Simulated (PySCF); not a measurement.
## Electric field gradients and quadrupole coupling constants

Species: C5H4ClFS.
SMILES with atom numbers: `[F:1][CH2:2][c:3]1[cH:4][cH:5][s:6][c:7]1[Cl:8]` (hydrogens: H9, H10 on C2; H11 on C4; H12 on C5)

Cartesian coordinates in Å at the GFN2-xTB level; atoms count from 1:
```xyz
12
C5H4ClFS angstrom
F     -1.535   -1.726   -0.909
C     -1.580   -0.626   -0.089
C     -0.236    0.026   -0.003
C      0.986   -0.691    0.077
C      2.071    0.116    0.149
S      1.650    1.785    0.133
C     -0.028    1.375    0.009
Cl    -1.226    2.595   -0.060
H     -2.327    0.058   -0.504
H     -1.907   -0.986    0.895
H      1.030   -1.764    0.065
H      3.103   -0.162    0.211
```

Field gradients from the PBE0/pcSseg-1 density (PySCF, non-relativistic), principal values in atomic units, ordered |Vxx| ≤ |Vyy| ≤ |Vzz|:

| atom | Vxx | Vyy | Vzz |
| --- | --- | --- | --- |
| S6 | -0.3335 | -1.6446 | 1.9781 |
| Cl8 | -1.9851 | -2.1106 | 4.0957 |

Task: Find the asymmetry η = (Vxx − Vyy)/Vzz and the couplings χ = eQV/h (234.96 MHz × Q in barn × V in au), with Q(33S) = −0.0678 b, Q(35Cl) = −0.0817 b.

Result: 
```json
{"atom": "S6", "environment": "thiophene-type sulfur", "nucleus": "33S", "η": "0.66", "χzz (MHz)": "-31.51", "χxx (MHz)": "5.31", "χyy (MHz)": "26.20"}
{"atom": "Cl8", "environment": "aryl chlorine", "nucleus": "35Cl", "η": "0.03", "χzz (MHz)": "-78.62", "χxx (MHz)": "38.11", "χyy (MHz)": "40.52"}
```

The gradient is axial or nearly so (η below 0.05) at Cl8. 

Task: What is Vzz at S6 in SI units (1 au = 9.71736 × 10²¹ V/m²)?

Result: 1.9781 au = 19.222 × 10²¹ V/m².

Task: And the gradient at the other heavy atoms, for which no coupling is worked out here?

Result: 
| atom | environment | Vzz (au) | η |
| --- | --- | --- | --- |
| F1 | alkyl fluorine | 3.136 | 0.06 |
| C2 | sp3 C–F carbon | 0.521 | 0.25 |
| C3 | substituted aromatic carbon | 0.178 | 0.17 |
| C4 | aromatic CH carbon | 0.230 | 0.26 |
| C5 | aromatic CH next to a ring sulfur | -0.262 | 0.35 |
| C7 | aromatic C–Cl carbon | 0.325 | 0.13 |

Were the hydrogens deuterons (Q(2H) = 0.00286 b), χzz would run from 190 kHz (H10) to 233 kHz (H12).

The structure is a single GFN2-xTB conformer in the gas phase; no vibrational or solvent corrections. GFN2-xTB bond lengths can be off by several hundredths of an ångström, more for odd bonds, and the gradients follow them. The basis is small and wasn't made for field gradients, so the couplings can be 20 % off.

The run behind these numbers computed NMR shieldings as well. Hardware: Arm Neoverse V2, one thread, no GPU, shared host with 96 logical CPUs at a one-minute load of 33. Cost: 21 s wall, 0.82 GiB resident at most.
